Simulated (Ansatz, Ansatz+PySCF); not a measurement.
```xyz
10

C    -0.0022    0.0013   -0.7179
C    -0.0028   -0.0016    0.7180
C    -0.0075    1.1093   -1.4824
C    -0.0076   -1.1109    1.4835
H    -0.0087   -0.9725   -1.2219
H     0.0012    0.9691    1.2131
H    -0.0023    1.0770   -2.5718
H    -0.0038    2.1157   -1.0273
H    -0.0062   -1.0627    2.5633
H    -0.0042   -2.1042    1.0132
```

Basis set: def2-SVP (spherical functions). Frozen core: 4 orbitals. Charge 0, multiplicity 1.

Computed with Ansatz (development build ahead of 0.2.0); each method stands on the lowest determinant of its kind that the runs found. Restricted open shells among the atoms or ions are ROHF, correlated in semicanonical orbitals with singles.

The atomization energy at this shape (free ground-state atoms in the same class of orbitals less the molecule, no zero-point energy) of singlet C4H6:

```json
{"method": "RHF-MP2", "atomization energy": "42.64 eV"}
{"method": "UHF-MP2", "atomization energy": "41.95 eV"}
{"method": "UHF", "atomization energy": "33.64 eV"}
{"method": "RHF", "atomization energy": "33.94 eV"}
```

**Question.** What does RHF-CCSD(T) give?

**Answer.** 42.28 eV. Caution for UHF-MP2: a plain start can end on a higher determinant; another reference gives a lower total. Caution for UHF-MP2, UHF: the unrestricted determinant is spin contaminated.
